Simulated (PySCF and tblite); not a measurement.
Results of a calculation; reference values are marked as such.
C₆H₉FO, numbered as in [O:1]=[C:2]1[CH2:3][CH2:4][CH2:5][CH2:6][C@@H:7]1[F:8]. The same 4 conformers on PBE0-D3(BJ)/def2-SVP geometries, with only the basis set of the single-point energies changed (functional PBE0, solvent none (gas phase), D3(BJ) where defined; PySCF).

The 6-ring runs over atoms 2–3–4–5–6–7.

```json
{"conformer": "1", "shape": "6-ring chair (all substituents equatorial)", "symmetry": "C1", "dipole D": "4.51"}
{"conformer": "2", "shape": "6-ring chair (F8 axial)", "symmetry": "C1", "dipole D": "2.90"}
{"conformer": "3", "shape": "6-ring twist-boat (ring torsions -33, 63, -28, -33, 64, -28°)", "symmetry": "C1", "dipole D": "2.72"}
{"conformer": "4", "shape": "6-ring between boat and twist-boat (ring torsions 56, -39, -18, 61, -45, -12°)", "symmetry": "C1", "dipole D": "4.51"}
```

Energies (kcal/mol) above conformer 1 and its weight at 298.15 K (thermal terms from GFN2-xTB):

```json
{"basis set": "def2-TZVP", "E(2) − E(1)": "0.01", "E(3) − E(1)": "3.90", "E(4) − E(1)": "4.33", "weight of 1 (%)": "57"}
{"basis set": "6-31G*", "E(2) − E(1)": "-0.43", "E(3) − E(1)": "3.53", "E(4) − E(1)": "4.41", "weight of 1 (%)": "39"}
{"basis set": "def2-SVP", "E(2) − E(1)": "-0.44", "E(3) − E(1)": "3.52", "E(4) − E(1)": "4.32", "weight of 1 (%)": "39"}
{"basis set": "pcseg-1", "E(2) − E(1)": "-0.99", "E(3) − E(1)": "3.00", "E(4) − E(1)": "4.43", "weight of 1 (%)": "20"}
{"basis set": "6-311G**", "E(2) − E(1)": "?", "E(3) − E(1)": "?", "E(4) − E(1)": "?", "weight of 1 (%)": "?"}
{"basis set": "def2-SVPD", "E(2) − E(1)": "-0.05", "E(3) − E(1)": "3.66", "E(4) − E(1)": "4.09", "weight of 1 (%)": "55"}
```

Question: What does 6-311G** give?

Answer: E(2) − E(1) = -0.60 kcal/mol, E(3) − E(1) = 3.29 kcal/mol, E(4) − E(1) = 4.39 kcal/mol, weight of conformer 1 33 %.

Question: How much does the choice of basis set matter?

Answer: The widest range is that of E(2) − E(1), which runs from -0.99 (pcseg-1) to 0.01 kcal/mol (def2-TZVP), a spread of 1.00, against RT = 0.59. Some levels give another conformer the largest weight.
